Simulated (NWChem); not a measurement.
System: CH5AlFN; SMILES C[NH][AlH][F]

```xyz
9

Al     0.4465    -0.6515     0.0000
F     -0.3848    -2.0892     0.0000
H      2.0222    -0.6475     0.0000
N     -0.4929     0.8545     0.0000
C      0.0155     2.2223     0.0000
H     -1.5071     0.8229     0.0000
H     -0.3053     2.7852     0.8884
H     -0.3053     2.7852    -0.8884
H      1.1111     2.2107     0.0000
```
Atoms are numbered in this order, from 1.

All runs: NWChem. Pople sets run with spherical d functions. The geometry was optimised at B3LYP/6-31G* (spherical d). B3LYP is NWChem's, with the RPA form of VWN correlation. Vertical excitations in the gas phase; the lowest state need not have the same character in each row.

### Question
Order these by “lowest excitation, singlet (eV)”, lowest first: PBE0/6-31+G*, full TDDFT; Hartree-Fock/6-31+G*, TDHF; B3LYP/6-31+G*, full TDDFT; PBE/6-31+G*, full TDDFT.

### Answer
PBE/6-31+G*, full TDDFT (4.91), B3LYP/6-31+G*, full TDDFT (5.34), PBE0/6-31+G*, full TDDFT (5.54), Hartree-Fock/6-31+G*, TDHF (6.67)
